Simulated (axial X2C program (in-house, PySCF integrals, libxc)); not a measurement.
How long does AlI⁺ take?

A bond scan computed with an axial X2C code built on PySCF integrals. Basis: I dyall-cv3z [11s12p8d4f1g], Al dyall-v3z [8s8p2d1f] (cores contracted in-house).

The run was started with this input:
```json
{"zs": [53, 13], "q": 1, "bas": ["dyall-cv3z", "dyall-v3z"], "levels": ["PBE0", "HF", "BLYP"], "cc": true, "r0": 2.59, "thr": -2.0, "nmax": 90, "npts": 10, "nst": 2, "ntry": 6}
```
```bash
python so2c.py task.json out
```

Keys: zs atomic numbers; q charge; bas basis sets; levels methods; cc coupled cluster on or off; r0 starting distance in Å; thr threshold in hartree for freezing inner shells (an s shell follows its p shell); nmax most natural virtual spinors; npts points on the curve; nst determinants followed; ntry starts of the search. HF also brings MP2.

Hardware: 1 thread of Arm Neoverse V2, with other jobs on the host.

Wall time of one point of each curve, integrals apart:

| Hamiltonian | level | points | seconds a point |
| --- | --- | --- | --- |
| spin-free | PBE0 | 10 | 0.54 |
| spin-free | HF | 10 | 0.33 |
| spin-free | CCSD(T) (9 electrons, 90 virtuals) | 7 | 2.6 |
| spin-free | BLYP | 10 | 0.35 |
| 2c | PBE0 | 10 | 0.8 |
| 2c | HF | 10 | 0.7 |
| 2c | CCSD(T) (9 electrons, 90 virtuals) | 7 | 3.4 |
| 2c | BLYP | 10 | 0.39 |

The rest:

Search with its distance optimisation 27 s, atoms 10 s, whole task 120 s. Coupled cluster runs on the points near the minimum only. The program drops outer points, and coupled cluster, when its time limit (not in the input) nears; MP2, further determinants and curves that did not converge are not in the table.
